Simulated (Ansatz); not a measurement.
Harmonic frequencies (cm⁻¹) at PBE0-D4/def2-TZVP from Ansatz: 169, 186, 209, 282, 309, 313, 328, 373, 541, 752, 794, 859, 954, 984, 1574, 2714, 3629, 3729.

Each molecule was computed in one conformer, which needn't be the lowest.

(1) Which molecule is it?
A. `N[Si](F)(F)S`
B. `OC1=NCC1`
C. `[F][GeH]1[O][SiH2]1`
D. `[AlH2][O]P`

Answers

(1) A.
